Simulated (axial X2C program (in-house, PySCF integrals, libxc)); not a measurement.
# What spin–orbit coupling does to HfS

All values were computed with an axial X2C code built on PySCF integrals. Spin-free means the one-electron spin-free X2C Hamiltonian; two-component (2c) means X2C with spin–orbit coupling and atomic mean-field two-electron Coulomb and Gaunt terms, so the difference of the two also holds small scalar two-electron terms. Basis: Hf dyall-cv3z [13s14p9d7f4g], S dyall-av3z [9s8p3d2f] (cores contracted in-house); Gaussian nuclei, density fitting, unrestricted open shells. Masses: Hf 179.947 u, S 31.972 u.

Spin-free state: M_S = 0, Λ = 0 (closed shell); fragments Hf + S.

```tsv
level	Re (Å)	ωe (cm⁻¹)	De (eV)	μ (D)
PBE0	2.151	541.7	6.158	-4.09
HF	2.170	553.9	3.528	-5.09
MP2	2.181	526.7	6.281	n/a
CCSD	2.181	533.4	5.725	n/a
CCSD(T)	2.193	514.7	6.054	n/a
PBE50	2.140	560.5	5.792	-4.43
```

Correlated methods: 10 electrons correlated (number of frozen shells: Hf 5 s, 4 p, 2 d, 1 f; S 2 s, 1 p), 316 virtual spin orbitals or spinors in MP2, 90 natural virtuals in coupled cluster.

Dipoles are positive if S is the positive end.

Two-component determinant lowest at the distance of the search:

Ω = 0 (closed shell); fragments Hf + S.

```tsv
level	Re (Å)	ωe (cm⁻¹)	De (eV)	μ (D)
PBE0	2.151	541.4	n/a	-4.07
HF	2.169	553.9	n/a	-5.06
MP2	2.180	526.8	n/a	n/a
CCSD	2.180	533.0	n/a	n/a
CCSD(T)	2.192	514.5	5.811	n/a
PBE50	2.139	560.3	n/a	-4.41
```

(1) From the two tables, how do the constants change at the CCSD(T) level (2c against spin-free)?

The state is a single determinant with fixed occupations, the lowest that a limited PBE0 search found. Closed shells are restricted here (equal orbitals for both partners); the stretched side of such a curve lies too high. De is counted from the lowest determinant-based energies of the atoms at the same level, without counterpoise correction. De is not given where an atomic determinant may have missed its ground term or J level, or where the truncated virtual space spoils (T). Coupled cluster ran in a truncated set of natural virtual spinors; the MP2 energy of the rest was added. (T) has no such correction and the atoms are truncated less, which lowers De at CCSD(T) by a hundredth of an eV or more. The functionals have no current-density term, which raises determinants with orbital currents, atoms included. The outer-core s and p shells of the metal are frozen in the correlated rows, which leaves out core–valence correlation; for alkali and alkaline-earth bonds that tends to lengthen them. The T1 diagnostic is large, a sign of multireference character. With the outer-core shells frozen, correlated bond lengths of heavy atoms tend to come out a few hundredths of an ångström too long.

Answers

(1) At the CCSD(T) level Re goes down by 0.001 Å and ωe doesn't move by more than 0.2 cm⁻¹; De changes by -0.243 eV.
